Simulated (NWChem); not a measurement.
## Correlation energy of BF

```
B
F 1 1.2635
```
Charge 0, spin multiplicity 1.

Everything below was run with NWChem. All single points use one geometry, from B3LYP/def2-SVP, a minimum by its harmonic frequencies.

Basis set: def2-TZVP. Each correlation energy counts from its own Hartree-Fock reference.

```
method        correlation energy (mHa)  difference from CCSD(T)
------------  ------------------------  -----------------------
MP2                             -319.8                    +23.6
SCS-MP2                         -315.6                    +27.8
CR-CCSD[T]                      -342.4                     +1.1
CR-CCSD(T)                      -341.7                     +1.8
CCSD                            -332.8                    +10.7
CCSD+T(CCSD)                    -344.3                     -0.9
CCSD(T)                         -343.4                      0.0
```

The values span 28.7 mHa, from CCSD+T(CCSD) (lowest) to SCS-MP2 (highest). 

The correlated methods keep 2 core orbitals frozen. The structure started from a generated list of species. Coupled-cluster values serve here as a point of comparison, not as the truth.
